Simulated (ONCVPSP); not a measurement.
Br, ONCV: configuration errors across variants

ONCVPSP 4.0.1 input, shortened (lines: element, Z, core and valence counts, functional; n l f; lmax; l rc ep ncon nbas qcut; lloc lpopt rc5 dvloc0; l nproj debl; icmod fcfact rcfact), PW91, scalar-relativistic:

```
  Br 35.00    3    5  -109134      upf
    1    0    2.00
    2    0    2.00
    2    1    6.00
    3    0    2.00
    3    1    6.00
    3    2   10.00
    4    0    2.00
    4    1    3.00
    2
    0    0.90    0.00    4    8   10.30
    1    1.00    0.00    3    7   13.30
    2    1.00    0.00    4    9   18.00
    4    2    0.80    2.00
    0    2    2.90
    1    3    3.00
    2    2    2.60
    3    2.75    1.65
```

In the d channel the program set the typed energies aside and used -3.341, 0.250 Ha.

All-electron excitation energies from the reference (eV): (1) 3s2 3p6 3d10 4s2 4p5 -35.443; (2) 3s2 3p6 3d10 4s2 4p4 -22.832; (3) 3s2 3p6 3d10 4s2 4p2 34.074; (4) 3s2 3p6 3d10 4s2 4p4.5 -30.341.

Errors AE − PS in meV (a dash: test not solved or not reliable):

```csv
change,(1),(2),(3),(4),bound ghosts,GHOST(+) flags above zero
base,+6.0,+3.9,-5.7,+5.1,none,none
d: qcut 10.9,+5.6,+3.7,-6.3,+4.7,none,none
d: qcut 12.3,+5.8,+3.7,-6.1,+4.9,none,none
d: qcut 15,+6.0,+3.8,-5.9,+5.1,none,none
d: qcut 16.5,+5.9,+3.8,-5.8,+5.1,none,none
d: qcut 18.3,+6.0,+3.9,-5.7,+5.1,none,none
d: qcut 20.7,+6.1,+3.9,-5.8,+5.2,none,none
d: qcut 24.4,+6.1,+3.9,-5.6,+5.2,none,none
d: qcut 26.8,+6.4,+4.1,-5.4,+5.3,none,none
```

**Question.** Give the same row for: d: qcut 22.8.

**Answer.** +6.1, +3.9, -5.8, +5.2; bound ghosts: none; GHOST(+) flags above zero: none.
